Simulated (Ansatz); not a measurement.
Cost and result for the atomization energy of C$_{2}$H$_{9}$BSSi (`CB(S)C[SiH3]`) (14 atoms, 13 bonds).

Cartesian coordinates in Å:
```
C -1.3105 -0.0260 -1.2851
B 0.1633 -0.2334 -0.7953
S 1.5815 0.2416 -1.7981
C 0.4778 -0.8557 0.5993
Si 0.5219 0.4873 1.9187
H -1.4289 0.6960 -2.0947
H -1.9733 0.2585 -0.4624
H -1.6830 -0.9908 -1.6535
H 0.9224 0.7797 -2.8372
H -0.3066 -1.5559 0.9063
H 1.4434 -1.3682 0.6501
H 0.6631 -0.1216 3.2689
H 1.6655 1.4071 1.6876
H -0.7366 1.2814 1.8955
```

The species carries charge 0 and has multiplicity 1. The geometry is a stationary point of PBE0-D4/def2-TZVP. It is one conformer, not always the lowest. Program: Ansatz. All runs use 4 threads of an Arm Neoverse V1 on a shared host. Times are those of one run each, without the atoms' runs, and a repeat can differ threefold. Electronic energies, without spin–orbit coupling; frozen cores. CCSD(T)/CBS adds CCSD(T) − MP2 in def2-TZVPP to the MP2 limit, and its time is that of the two runs behind it. T1 = 0.012. B3LYP takes the VWN-RPA correlation (the form of Gaussian; ORCA's B3LYP/G).

CCSD(T)/CBS is a level of theory with its own doubt, some kJ/mol a heavy atom from the limit and from the frozen cores, so smaller differences don't rank the functionals.

```
                             level  functions  atomization (kJ/mol)  difference from CCSD(T)/CBS  per bond
 B3LYP-D4/def2-TZVPP (with forces)        303                5030.5                         13.5       1.0
                 B2PLYP/def2-TZVPP        303                4968.7                        -48.3      -3.7
  ωB97M-V/def2-TZVPP (with forces)        303                5049.2                         32.2       2.5
r2SCAN-D4/def2-TZVPP (with forces)        303                5051.9                         34.9       2.7
                ωB97X-V/def2-TZVPP        303                5046.8                         29.8       2.3
                 CCSD(T)/CBS(def2)          –                5017.0                          0.0       0.0
                    MP2/def2-QZVPP        581                5004.0                        -13.0      -1.0
                PBE0-D4/def2-TZVPP        303                5039.4                         22.4       1.7
                CCSD(T)/def2-TZVPP        303                4907.9                       -109.1      -8.4
   PBE-D4/def2-TZVPP (with forces)        303                5074.2                         57.2       4.4
```

Problem. Order the runs by time, with rough figures. (An estimate is asked.)

Solution. Computed: PBE-D4/def2-TZVPP (with forces) 4 s; PBE0-D4/def2-TZVPP 5.5 s; r2SCAN-D4/def2-TZVPP (with forces) 7.5 s; B3LYP-D4/def2-TZVPP (with forces) 8.5 s; B2PLYP/def2-TZVPP 8.5 s; ωB97X-V/def2-TZVPP 12 s; ωB97M-V/def2-TZVPP (with forces) 18 s; MP2/def2-QZVPP 37 s; CCSD(T)/def2-TZVPP 15 min; CCSD(T)/CBS(def2) 16 min.

In def2-TZVPP, CCSD(T) changes the Hartree–Fock value by +1055.6 kJ/mol (the triples alone add +57.0 kJ/mol) and MP2 by +1087.8 kJ/mol; breaking electron pairs costs correlation energy, which Hartree–Fock lacks. From PBE to PBE0 (25 % exact exchange), in def2-TZVPP and without D4, the atomization energy moves by −30.0 kJ/mol: exact exchange takes away binding that semilocal exchange gives to molecules. The D4 term adds +52.5 kJ/mol with B3LYP and +27.9 kJ/mol with PBE0; it sums over pairs of atoms, weighted by their polarisabilities, and B3LYP, whose exchange is more repulsive, gets the larger term.
